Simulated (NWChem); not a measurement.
# InI3; SMILES [I][In]([I])[I]

Results from NWChem. Geometry: optimised at PBE0/def2-SVP. Not confirmed as a minimum by frequencies. def2 effective core potentials on In, I; no spin-orbit coupling. Ions are spin-unrestricted doublets at the neutral geometry; other ion states weren't tried.

Estimate the computed values for CAM-B3LYP/def2-SVP. Quantities: vertical ionisation energy, ΔSCF (eV); −ε(HOMO) (eV).


```yaml
vertical ionisation energy, ΔSCF (eV): 9.81
"−ε(HOMO) (eV)": 8.97
```
